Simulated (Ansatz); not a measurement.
The same ligand exchange along the group B, Al, Ga, In.

Program: Ansatz. Geometries: PBE0-D4/def2-TZVP. ΔE: electronic, gas phase. CCSD(T)/CBS adds triple-zeta CCSD(T) − MP2 to the extrapolated MP2 energy (def2 sets, frozen cores). This one scheme is used for every species. Functionals use def2-TZVPP. def2 core potentials past Kr. For Ga, In outer-core shells are correlated without core-valence functions, which leaves a few kJ/mol of doubt a bond. Scalar relativity is left out up to krypton. One conformer a species, not always the lowest.

```csv
reaction,CCSD(T)/CBS(def2) (kJ/mol)
`CSB(F)F` + CH₃NH₂ → `CNB(F)F` + CH₃SH,-56
`C[S][Al]([F])[F]` + CH₃NH₂ → `C[NH][Al]([F])[F]` + CH₃SH,13
`C[S][Ga]([F])[F]` + CH₃NH₂ → `C[NH][Ga]([F])[F]` + CH₃SH,43
`C[S][In]([F])[F]` + CH₃NH₂ → `C[NH][In]([F])[F]` + CH₃SH,?
```

Problem. Fill in the missing values. (Best estimate.)

Solution. Computed: `C[S][In]([F])[F]` + CH₃NH₂ → `C[NH][In]([F])[F]` + CH₃SH: +76.6 kJ/mol.

Largest T1 diagnostic: 0.016, for `C[NH][In]([F])[F]`.
